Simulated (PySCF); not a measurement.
Bromine: a sound run and one with changed settings

Sound run: Br²⁺ [Ar] 3d10 4s2 4p3, Br³⁺ [Ar] 3d10 4s2 4p2. Calculation: PySCF 2.14, in jorge-DZP-DKH; scalar relativity by spin-free X2C-1e. In the sound run the correlated levels freeze [Ar] 3d10. The sound run starts from symmetry-adapted Hartree-Fock orbitals and uses a fine grid where one is needed.

Changed run: basis STO-3G, all-electron and non-relativistic. This setting is unsound on purpose.

| species | method | sound run (hartree) | changed run (hartree) | converged |
| --- | --- | --- | --- | --- |
| Br²⁺ | UHF | -2603.13296 | -2543.59590 | yes |
| Br²⁺ | B3LYP | -2604.88303 | -2544.79364 | yes |
| Br²⁺ | PBE | -2604.50311 | -2544.36677 | yes |
| Br²⁺ | MP2 | -2603.16004 | -2543.59590 | yes |
| Br³⁺ | UHF | -2601.86165 | -2542.29237 | yes |
| Br³⁺ | B3LYP | -2603.59541 | -2543.47397 | yes |
| Br³⁺ | PBE | -2603.21670 | -2543.04586 | yes |
| Br³⁺ | MP2 | -2601.88929 | -2542.30054 | yes |
| Br³⁺ | CCSD(T) | -2601.89817 | -2542.30644 | yes |

Ionisation energy of Br²⁺:

| method | sound run (eV) | changed run (eV) |
| --- | --- | --- |
| UHF | 34.594 | 35.471 |
| B3LYP | 35.038 | 35.910 |
| PBE | 35.005 | 35.944 |
| MP2 | 34.579 | 35.249 |
| SCS-MP2 | 34.512 | 35.204 |

A minimal basis cannot let orbitals breathe on ionisation and holds almost no correlation. The Hamiltonian changed with the basis, so the totals do not compare.

For comparison, NIST gives 34.871 ± 0.019 eV between the lowest levels.
